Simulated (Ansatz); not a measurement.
Cost and result for the atomization energy of CH$_{8}$FNSi$_{2}$ (`CN([SiH3])[SiH2]F`) (13 atoms, 12 bonds).

```xyz
13

C    -0.516   -1.099    0.908
N     0.047   -0.036    0.073
Si   -0.625    1.546    0.306
Si    1.159   -0.448   -1.151
F     0.451   -1.071   -2.448
H     0.107   -1.996    0.862
H    -1.527   -1.376    0.592
H    -0.561   -0.787    1.956
H    -0.428    1.968    1.720
H    -2.090    1.553    0.038
H     0.059    2.483   -0.617
H     1.866    0.774   -1.593
H     2.058   -1.512   -0.647
```

The species carries charge 0 and has multiplicity 1. The geometry is a stationary point of PBE0-D4/def2-TZVP. It is one conformer, not always the lowest. Program: Ansatz. All runs use 4 threads of a server CPU on a shared host. Times are those of one run each, without the atoms' runs, and a repeat can differ threefold. Electronic energies, without spin–orbit coupling; frozen cores. CCSD(T)/CBS adds CCSD(T) − MP2 in def2-TZVPP to the MP2 limit, and its time is that of the two runs behind it. T1 = 0.011. B3LYP takes the VWN-RPA correlation (the form of Gaussian; ORCA's B3LYP/G).

CCSD(T)/CBS is a level of theory with its own doubt, some kJ/mol a heavy atom from the limit and from the frozen cores, so smaller differences don't rank the functionals.

```tsv
level	functions	wall time
PBE-D4/def2-TZVPP (with forces)	289	5.5 s
PBE0-D4/def2-TZVPP	289	6.5 s
r2SCAN-D4/def2-TZVPP (with forces)	289	11 s
B3LYP-D4/def2-TZVPP (with forces)	289	11 s
B2PLYP/def2-TZVPP	289	12 s
ωB97X-V/def2-TZVPP	289	17 s
ωB97M-V/def2-TZVPP (with forces)	289	25 s
MP2/def2-QZVPP	551	52 s
CCSD(T)/def2-TZVPP	289	7.5 min
CCSD(T)/CBS(def2)	–	8.4 min
```

Task: What atomization energy does each give, and how far from CCSD(T)/CBS? (Estimate.)

Result: Ansatz gave: 
| level | atomization (kJ/mol) | difference from CCSD(T)/CBS | per bond |
| --- | --- | --- | --- |
| PBE-D4/def2-TZVPP (with forces) | 4564.0 | -6.3 | -0.5 |
| PBE0-D4/def2-TZVPP | 4515.0 | -55.3 | -4.6 |
| r2SCAN-D4/def2-TZVPP (with forces) | 4542.0 | -28.3 | -2.4 |
| B3LYP-D4/def2-TZVPP (with forces) | 4561.3 | -9.0 | -0.7 |
| B2PLYP/def2-TZVPP | 4508.6 | -61.7 | -5.1 |
| ωB97X-V/def2-TZVPP | 4586.2 | 15.9 | 1.3 |
| ωB97M-V/def2-TZVPP (with forces) | 4571.8 | 1.5 | 0.1 |
| MP2/def2-QZVPP | 4558.7 | -11.6 | -1.0 |
| CCSD(T)/def2-TZVPP | 4445.4 | -124.9 | -10.4 |
| CCSD(T)/CBS(def2) | 4570.3 | 0.0 | 0.0 |

The D4 term adds +47.3 kJ/mol with B3LYP and +24.9 kJ/mol with PBE0; it sums over pairs of atoms, weighted by their polarisabilities, and B3LYP, whose exchange is more repulsive, gets the larger term. From PBE to PBE0 (25 % exact exchange), in def2-TZVPP and without D4, the atomization energy moves by −44.5 kJ/mol: exact exchange takes away binding that semilocal exchange gives to molecules. In def2-TZVPP, CCSD(T) changes the Hartree–Fock value by +1055.8 kJ/mol (the triples alone add +50.8 kJ/mol) and MP2 by +1093.3 kJ/mol; breaking electron pairs costs correlation energy, which Hartree–Fock lacks.
